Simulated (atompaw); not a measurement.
Building the PAW (atompaw) potential for potassium (PBE, scalar-relativistic).

atompaw 4.2.0.5 was run on this input:

```
K 19
GGA-PBE scalarrelativistic loggrid 1500 logderivrange -5 5 251
4 4 3 0 0 0
4 0 0.5
4 1 0
3 2 0
0 0 0
c
c
v
v
c
v
v
v
2
3.00 2.75 2.50 2.10
n
n
y
1.6
n
bloechl sinc
3 0.5 ultrasoft
PWSCFOUT
UPFDX 0.0125d0 UPFXMIN -7.d0 UPFZMESH 19.d0
END
```

Command:

```bash
atompaw < K.input > K.log
```

The program printed (summary file):

```
Completed calculations for K (AE)

 Exchange-correlation type: GGA, Perdew-Burke-Ernzerhof

 Radial integration grid is logarithmic
 r0 =   4.2633078E-04 h =   8.1002849E-03   n =      1500 rmax =   8.0000000E+01

 Scalar relativistic calculation

 AEatom converged in  38 iterations
   nz     =  19.00
   delta  =       8.242821178331E-12

 All Electron Orbital energies:
  n  l      occupancy      energy
  1  0      2.0000000E+00 -2.5909012E+02
  2  0      2.0000000E+00 -2.6183752E+01
  3  0      2.0000000E+00 -2.8049895E+00
  4  0      5.0000000E-01 -3.1480911E-01
  2  1      6.0000000E+00 -2.0797295E+01
  3  1      6.0000000E+00 -1.5891798E+00
  4  1      0.0000000E+00 -1.7549115E-01
  3  2      0.0000000E+00 -1.1234995E-01

 Total energy
   Total                    :    -1204.05290335314180

 ---
 Completed calculations for K (SC)

 Exchange-correlation type: GGA, Perdew-Burke-Ernzerhof

 Radial integration grid is logarithmic
 r0 =   4.2633078E-04 h =   8.1002849E-03   n =      1500 rmax =   8.0000000E+01

 Scalar relativistic calculation

 SCatom converged in   3 iterations
   nz     =  19.00
   delta  =       6.924495216918E-17

 Valence Electron Orbital energies:
  n  l      occupancy      energy
   3  0      2.0000000E+00 -2.8049895E+00
   4  0      5.0000000E-01 -3.1480912E-01
   3  1      6.0000000E+00 -1.5891798E+00
   4  1      0.0000000E+00 -1.7549115E-01
   3  2      0.0000000E+00 -1.1234996E-01

 Total energy
   Total                    :    -1204.05290334491428
   Valence                  :     -112.81403814979591

 PAW parameters:
       lmax =            2
         rc =    3.0079984060674043
        irc =         1095
   rc_shape =    2.7515338895680177
    rc_vloc =    2.5169326583347162
    rc_core =    2.1060236669411707
   Vloc: Non norm-conserving form with l= 3;e=   5.0000E-01
   Projector type: Bloechl + Gram-Schmidt ortho.
   Sinc^2 compensation charge shape zeroed at   2.7515E+00

 Number of basis functions     6
 No.   n  nodes  l      Energy         Cp coeff         Occ
  1    3    2    0   -0.2804989E+01  0.7030106E+00  0.2000000E+01
  2    4    3    0   -0.3148091E+00 -0.4521076E+00  0.5000000E+00
  3    3    1    1   -0.1589180E+01  0.2347087E+01  0.6000000E+01
  4    4    2    1   -0.1754912E+00  0.3010547E+01  0.0000000E+00
  5    3    0    2   -0.1123500E+00  0.2268456E+01  0.0000000E+00
  6  999    1    2    0.1600000E+01  0.5782113E+01  0.0000000E+00

 Eigenvalues of overlap operator (in the basis of projectors):
    1        7.33812248E-01
    2        1.28321989E+00
    3        2.23061054E+00
    4        5.18187871E+00
    5        1.88685710E+01
    6        1.91496335E+01

 Orbital leakage outside PAW augmentation regions
   orb  is_core?  %out_of_sphere
   1 0    T           0.00
   2 0    T           0.00
   3 0    F           0.45
   4 0    F          83.24
   2 1    T           0.00
   3 1    F           1.97
   4 1    F          94.65
   3 2    F          70.59

 Summary of PAW energies
   Total valence energy     :   -112.81403704966520
   Smooth energy            :      1.76588540113351
   One center               :   -114.57992245079872
   Smooth kinetic           :     13.01310957486198
   Vloc energy              :     -5.65459703771692
   Smooth exch-corr         :     -6.19207098873699
   One-center xc            :    -60.41267157162707
```

The run took about 12 s on one core of a shared server CPU.
